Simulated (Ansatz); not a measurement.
`[GeH][Br]` + CH₃OH → `C[O][GeH]` + HBr  (ligand exchange at a Ge–Br bond)

Computed with Ansatz on PBE0-D4/def2-TZVP structures; ΔE is electronic, products minus reactants. CBS: MP2 limit from def2 TZ/QZ plus the TZ coupled-cluster correction, frozen cores. This one scheme is used for every species. DFT in def2-TZVPP. For Br, Ge outer-core shells are correlated without core-valence functions, which leaves a few kJ/mol of doubt a bond. Scalar relativity is left out up to krypton.

`[GeH][Br]`:

```xyz
3

Ge   -0.382    0.307    0.777
Br    1.617    0.129   -0.425
H    -1.235   -0.435   -0.353
```

CH₃OH:

```xyz
6

C     0.350    0.056   -0.038
O    -1.017    0.114   -0.376
H     0.898    0.559   -0.835
H     0.720   -0.975    0.032
H     0.569    0.572    0.905
H    -1.520   -0.326    0.312
```

`C[O][GeH]`:

Cartesian coordinates in Å:
```
C -0.656 0.034 -0.461
O 0.448 0.864 -0.197
Ge 1.807 0.548 0.899
H -1.579 0.561 -0.200
H -0.607 -0.902 0.108
H -0.688 -0.201 -1.529
H 1.275 -0.904 1.380
```

HBr:

Cartesian coordinates in Å:
```
Br -0.652 -0.229 0.164
H 0.652 0.229 -0.164
```

| species | PBE0-D4 energy (Eh) |
| --- | --- |
| `[GeH][Br]` | -4651.21349 |
| CH₃OH | -115.64111 |
| `C[O][GeH]` | -2192.37636 |
| HBr | -2574.45906 |

(1) Work out ΔE.

(2) What do rigid-rotor, harmonic-oscillator terms from PBE0-D4/def2-TZVP frequencies (298.15 K, 1 bar) make of the CCSD(T)/CBS value? (An estimate is asked.)

Largest T1 diagnostic among the species: 0.016.

Results:

(1) ΔE = (-2192.37636) + (-2574.45906) − (-4651.21349) − (-115.64111) = 0.01918 Eh = +12.0 kcal/mol. CCSD(T)/CBS gives +10.0 kcal/mol.

(2) Ansatz gave: ΔZPE = -2.4 kcal/mol, ΔH = +7.7 kcal/mol, ΔS = -23 J/(mol·K), ΔG = +9.4 kcal/mol.

Leaving LDA and LC-ωPBE aside and taking each functional with its dispersion term where it has one, the values, not all of them listed here, spread over 3.4 kcal/mol, from B97M-V to HSE06-D4. LDA lies −2.6 kcal/mol from PBE without D4. From r2SCAN to r2SCAN0 (25 % exact exchange), in def2-TZVPP and without D4, ΔE moves by +1.7 kcal/mol. In def2-TZVPP, CCSD(T) changes the Hartree–Fock value by −5.0 kcal/mol (the triples alone add −0.8 kcal/mol) and MP2 by −5.0 kcal/mol.
